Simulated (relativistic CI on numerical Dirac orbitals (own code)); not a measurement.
## Os6+: L2,3 absorption edge

Computed with this model: Dirac-Coulomb-Breit CI, separate exchange-only KLI orbitals for each configuration, model QED (radiative potential, 1s self-energy scaled to tabulated hydrogen-like ionisation energies), valence Slater integrals scaled by 0.8, multiplet model of core-to-valence dipole absorption; configurations [Xe] 4f14 5d2 → [He] 2s2 2p5 3s2 3p6 3d10 4s2 4p6 4d10 4f14 5s2 5p6 5d3; 10 K; Lorentzian 5 eV and Gaussian 1 eV FWHM. Energies are those of the free ion, without screening or charge transfer. The branching ratio is the share of the lower-energy edge in the whole absorption, uncertain by about 0.02 where the edges overlap. S is read from ⟨S²⟩ = S(S + 1).

Field parameters in Wybourne normalisation: Oh B⁴₀ = 21Dq, B⁴₄ = √(5/14) B⁴₀; Td as Oh with Dq negative (B⁴₀ = 21Dq, B⁴₄ = √(5/14) B⁴₀). The field is a parameter set, without covalency.

Case free ion, the dichroism is that of the ground state at zero temperature, magnetised by exchange field 10 meV on Sz. The dichroism I(Δm = −1) − I(Δm = +1), over the sum of the three polarisations, integrates to 0.0315 on the lower edge and 0.1100 on the upper edge. The branching ratio is 0.818.

(1) Use the orbital sum rule with 8 holes to get ⟨Lz⟩.

## Answers

(1) For a p → d edge ⟨Lz⟩ = 2 × n_h × (sum of both integrals) in this sign convention = 2.26; the ground state itself has ⟨Lz⟩ = 2.58 and ⟨Sz⟩ = -0.58. The rule assumes one radial integral for both edges, which relativistic orbitals only approach.
